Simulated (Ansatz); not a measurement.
Geometry optimisation, RKS PBE0-D4/def2-SVP in Ansatz.

input.yaml

```yaml
crystal:
  periodic: [false, false, false]
  atoms:
    - { symbol: Ga, position_ang: [0.105403, -0.699647, -0.419515] }
    - { symbol: Cl, position_ang: [-0.065112, 0.300687, 2.862162] }
    - { symbol: Cl, position_ang: [1.877747, 0.367056, -0.973287] }
    - { symbol: Cl, position_ang: [-1.755096, 0.111498, -1.103368] }
    - { symbol: P, position_ang: [0.181129, -2.658394, 0.773032] }
    - { symbol: H, position_ang: [-0.692292, -3.364747, -0.105002] }
    - { symbol: H, position_ang: [1.388976, -3.11779, 0.171138] }
    - { symbol: H, position_ang: [-0.070155, -1.032662, 2.81284] }
basis:
  gaussian: { orbitals: def2-SVP }
hamiltonian:
  xc: pbe0
  dispersion: d4
relax:
  f_tol: 0.03
  max_steps: 50
```

Command:

```bash
$ ansatz run input.yaml --threads 4 --pin off --max-ram 5120MiB --backend cpu --events-out ev --progress --plain --runs-dir out
```

**Question.** Where does it end, and by what steps?

**Answer.** The run converged. After 8 steps the energy has fallen by 0.115 eV; Cl2 moved furthest, 0.48 Å.

```json
{"step": "0", "energy less start (eV)": "0.0000", "largest force component (eV/Å)": "1.114", "accepted": "yes"}
{"step": "1", "energy less start (eV)": "-0.0400", "largest force component (eV/Å)": "0.854", "accepted": "yes"}
{"step": "2", "energy less start (eV)": "-0.0694", "largest force component (eV/Å)": "1.130", "accepted": "yes"}
{"step": "3", "energy less start (eV)": "-0.0557", "largest force component (eV/Å)": "1.399", "accepted": "no"}
{"step": "4", "energy less start (eV)": "-0.0919", "largest force component (eV/Å)": "0.818", "accepted": "yes"}
{"step": "5", "energy less start (eV)": "-0.1061", "largest force component (eV/Å)": "0.528", "accepted": "yes"}
{"step": "6", "energy less start (eV)": "-0.1131", "largest force component (eV/Å)": "0.158", "accepted": "yes"}
{"step": "7", "energy less start (eV)": "-0.1135", "largest force component (eV/Å)": "0.053", "accepted": "yes"}
{"step": "8", "energy less start (eV)": "-0.1148", "largest force component (eV/Å)": "0.017", "accepted": "yes"}
```

```xyz
8
Properties=species:S:1:pos:R:3
Ga 0.101 -0.695 -0.162
Cl -0.076 0.366 2.392
Cl 1.877 0.364 -0.758
Cl -1.760 0.096 -0.896
P 0.210 -2.816 0.754
H -0.692 -3.385 -0.193
H 1.394 -3.175 0.045
H -0.084 -0.849 2.836
```

Whether the end is a true minimum wasn't checked by a vibrational analysis.

Run time: 22 s on 4 threads of Arm Neoverse V1, on a shared host, peak memory 0.35 GiB.
